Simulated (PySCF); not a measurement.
## Nuclear quadrupole coupling in `[H]/N=C\c1cccs1`

Species: C5H5NS.
Structure used (GFN2-xTB), in Å, numbered top down from 1:
```
atom  x, y, z in Å
N1    -2.7854    0.2585    0.0902
C2    -1.8630   -0.4251   -0.4325
C3    -0.4344   -0.2834   -0.2542
C4     0.2587    0.6171    0.5172
C5     1.6518    0.4511    0.4410
C6     2.0119   -0.5702   -0.3845
S7     0.6591   -1.3505   -1.0852
H8    -2.4703    1.0000    0.7142
H9    -2.1730   -1.2225   -1.1029
H10   -0.2139    1.3737    1.1191
H11    2.3592    1.0609    0.9740
H12    3.0006   -0.9103   -0.6223
```

Field gradients from the PBE0/pcSseg-1 density (PySCF, non-relativistic), principal values in atomic units, ordered |Vxx| ≤ |Vyy| ≤ |Vzz|:

```
atom      Vxx      Vyy      Vzz
  N1   0.3315   0.6385  -0.9700
  S7  -0.4085  -1.3518   1.7604
```

Question: Find the asymmetry η = (Vxx − Vyy)/Vzz and the couplings χ = eQV/h (234.96 MHz × Q in barn × V in au), with Q(14N) = 0.02044 b, Q(33S) = −0.0678 b.

Answer: 
| atom | environment | nucleus | η | χzz (MHz) | χxx (MHz) | χyy (MHz) |
| --- | --- | --- | --- | --- | --- | --- |
| N1 | imine nitrogen | 14N | 0.32 | -4.659 | 1.592 | 3.067 |
| S7 | thiophene-type sulfur | 33S | 0.54 | -28.04 | 6.51 | 21.54 |

Question: What is Vzz at N1 in SI units (1 au = 9.71736 × 10²¹ V/m²)?

Answer: -0.9700 au = -9.426 × 10²¹ V/m².

Question: What couplings would deuterons (Q(2H) = 0.00286 b) have in place of the hydrogens, at this geometry?

Answer: 
```csv
atom,bonded to,bond length (Å),Vzz (au),η,χzz (kHz)
H8,N1,1.019,0.3874,0.02,260
H9,C2,1.087,0.3071,0.06,206
H10,C4,1.076,0.3370,0.07,226
H11,C5,1.075,0.3380,0.06,227
H12,C6,1.072,0.3443,0.09,231
```

Geometry: GFN2-xTB, one conformer, isolated molecule. GFN2-xTB bond lengths can be off by several hundredths of an ångström, more for odd bonds, and the gradients follow them. These gradients aren't converged with respect to the basis.
